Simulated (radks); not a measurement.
Hf XLI, configuration [Ar] 3d10 4s2 4p1 7d1 (not the ground configuration). All-electron calculation, Dirac Kohn-Sham, PBE, spin-unpolarised, spherical densities, finite nucleus; open shells are shared between the two j in proportion to 2j + 1; Fermi nuclear charge, rms radius 5.347 fm. Program: a radial shooting solver on a logarithmic mesh with Libxc functionals.

Spin-orbit splittings of the eigenvalues, e(l+1/2) - e(l-1/2), with zeta = 2 splitting/(2l+1) and mean radii in bohr:

shell  occ.  splitting (eV)  zeta (eV)  <r> j=l-1/2  <r> j=l+1/2
2p        6            1196      797.4      0.06600      0.07369
3p        6           266.3      177.5       0.1945       0.2079
3d       10           58.93      23.57       0.1815       0.1856
4p        1           87.36      58.24       0.4067       0.4258
7d        1           2.984      1.194        1.548        1.556
